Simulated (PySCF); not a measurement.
A side-by-side comparison of computed properties.

First species: [MoO3(OH)]- (charge -1 and singlet state).
SMILES: `[O]=[Mo-](=[O])(=[O])[OH]`

Second species: C4H5NO.
Atom-mapped SMILES: `[CH3:1][C:2]#[C:3][C:4]([NH2:5])=[O:6]` (hydrogens: H7, H8, H9 on C1; H10, H11 on N5)

Levels: PBE0/def2-SVPD for HOMO energy, LUMO energy, HOMO–LUMO gap and static isotropic polarisability; TDDFT PBE0/def2-SVPD for lowest singlet excitation; TDA PBE0/def2-SVPD for lowest triplet excitation (Tamm–Dancoff). Geometries: PBE0-D3(BJ)/def2-SVP. All species are isolated and taken at one optimised geometry (atoms past krypton carry core potentials, spin–orbit coupling is left out). Electronic properties by PySCF.

The conformers computed, where there is a choice (atom-mapped SMILES and torsion angles):
- `[CH3:1][C:2]#[C:3][C:4]([NH2:5])=[O:6]`: H–N5–C4–C3 180°, H–N5–C4–C3 0°

| property | column X | column Y |
| --- | --- | --- |
| HOMO energy | -7.58 eV | -3.28 eV |
| LUMO energy | -0.75 eV | 3.46 eV |
| HOMO–LUMO gap | 6.83 eV | 6.74 eV |
| lowest singlet excitation | 4.89 eV | 5.00 eV |
| lowest triplet excitation (Tamm–Dancoff) | 4.44 eV | 4.64 eV |
| static isotropic polarisability | 62.0 au | 59.0 au |

(1) Which column belongs to which species?

(2) How does each property change from the first species to the second?

Results:

(1) Column X is the second species and column Y the first. The first has 6 atoms and 76 electrons, the second 11 and 44; their charges are -1 and 0, their HOMO energies -3.28 eV and -7.58 eV.

(2) HOMO energy -4.30 eV; LUMO energy -4.21 eV; HOMO–LUMO gap +0.09 eV; lowest singlet excitation -0.11 eV; lowest triplet excitation (Tamm–Dancoff) -0.20 eV; static isotropic polarisability +3.0 au.

On the first: The principal polarisabilities are 55.0, 60.3 and 61.8 au; their mean is the isotropic value. The polarisability is 8.75 Å³ as a volume (1 au = 0.148185 Å³). Atoms past krypton carry effective core potentials; spin–orbit coupling is left out.

On the second: The 10 singlets span 4.89 to 7.63 eV, and their oscillator strengths add up to 0.39. S1 lies 1.94 eV below the HOMO–LUMO gap; its leading configuration is HOMO→LUMO, weight 0.98.
